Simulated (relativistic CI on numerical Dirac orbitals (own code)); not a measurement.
## Hyperfine structure of Ru⁷⁺, mass number 99

Computed by Dirac-Coulomb-Breit CI, KLI orbitals optimised for each configuration, model QED (radiative potential, 1s self-energy scaled to tabulated hydrogen-like ionisation energies), unscaled Slater integrals (own radial code, finite nucleus).

Configuration list (outside the closed core [Ar] 3d10): 4s²4p⁶4d, 4s²4p⁶5s, 4s²4p⁶4f, 4s²4p⁵4d², 4s²4p⁶5p, 4s4p⁶4d², 4s²4p⁶5d, 4s²4p⁵4d4f, 4s²4p⁶6s, 4s²4p⁶6p, 4s²4p⁶5f, 4s²4p⁵4d5s, 4s²4p⁶6d, 4s²4p⁶5g, 4p⁶4d³, 4p⁵4d⁴. Double excitations out of closed p, d and f shells are left out; levels of such configurations are missing from the list, as are those of other unlisted configurations, and high levels can miss mixing partners. These lack a partner that the ground configuration has and come out too high: 4s²4p⁵4d4f, 4s²4p⁵4d5s.

Nuclear spin I = 5/2, μ = -0.641 μN, Q = 0.079 b (tables of Stone and Pyykkö). The electronic factors are computed for point nuclear moments, without core polarisation or the Bohr-Weisskopf and QED corrections.

```tsv
Level	E (cm⁻¹)	A (MHz)	B (MHz)
4s²4p⁶4d ²D3/2	0	-369	71
4s²4p⁶4d ²D5/2	4216	-159.4	96.3
4s²4p⁶5s ²S1/2	232874	-6518	
4s²4p⁶5p ²P°1/2	310304	-1703	
4s²4p⁶5p ²P°3/2	318354	-299.6	170
4s²4p⁵4d² ⁴D°1/2	347418	-196.5	
4s²4p⁵4d² ⁴D°3/2	348964	-281.1	58.9
4s²4p⁵4d² ⁴D°5/2	351552	-208.7	-16.1
```

Levels with J = 0, under 50 % of one LS term, or S terms without an open s electron are left out. Small factors come from cancelling terms and can be off by tens of per cent or more.

At this charge configurations can still be misplaced by up to about 7 % of their energy.

(1) Give the hyperfine levels of 4s²4p⁶4d ²D3/2 relative to its centre of gravity.

## Answers

(1) With K = F(F + 1) − I(I + 1) − J(J + 1), E = AK/2 + B[¾K(K + 1) − I(I + 1)J(J + 1)]/[2I(2I − 1)J(2J − 1)]: F = 1: 1987, F = 2: 1192, F = 3: 53.2, F = 4: -1366 MHz.

LS names give the leading component of a level, which can be under half, so a name can repeat, a term be missing and a line seem to break the LS rules.
